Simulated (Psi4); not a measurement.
ethyl methyl carbonate (C₄H₈O₃), singlet, at a GFN2-xTB geometry. Base run: HF/STO-3G (Psi4).

Here is a job for Psi4.
```
memory 2 GB

molecule {
0 1
C    -3.03352122   -0.41163842   -0.03480905
C    -1.77002507    0.35031435    0.31622935
O    -0.65161878   -0.38828133   -0.18665742
C     0.54314173    0.14423225    0.04712074
O     0.75080793    1.16978543    0.63215238
O     1.47941538   -0.65062217   -0.47585791
C     2.81948238   -0.20793627   -0.30495175
H    -3.01068628   -1.39979818    0.41570490
H    -3.89948710    0.12993476    0.33426510
H    -3.11409601   -0.52390616   -1.11222340
H    -1.76694868    1.34905101   -0.13422869
H    -1.66043459    0.46592034    1.40019533
H     3.44392287   -0.97225834   -0.75959052
H     2.97001014    0.75423290   -0.79847543
H     3.05441669   -0.10006298    0.75572043
}

set {
  basis sto-3g
}

energy('scf')
print_variables()
```

Each row names what was changed in the base input (with any setting that the change needs).

| change | ΔE vs base (mEh) | SCF cycles | basis functions |
|---|---|---|---|
| base | 0.000 | 9 | 43 |
| scf_type = out_of_core | 0.625 | 9 | 43 |
| cholesky_tolerance = 1e-6 (with scf_type cd) | 0.670 | 9 | 43 |
| level_shift = 0.3 | 0.000 | 9 | 43 |
| df_basis_scf = cc-pvqz-jkfit | 0.550 | 9 | 43 |
| scf_type = direct | 0.625 | 11 | 43 |
| soscf = true | 0.000 | 6 | 43 |
| level_shift = 1.0 | 0.000 | 9 | 43 |
| basis_guess = true | 0.000 | 7 | 43 |
| scf_type = cd | 2.828 | 9 | 43 |
| diis_max_vecs = 3 | 0.000 | 11 | 43 |
| e_convergence = 1e-4 | 0.000 | 9 | 43 |
| guess = gwh | 0.000 | 10 | 43 |
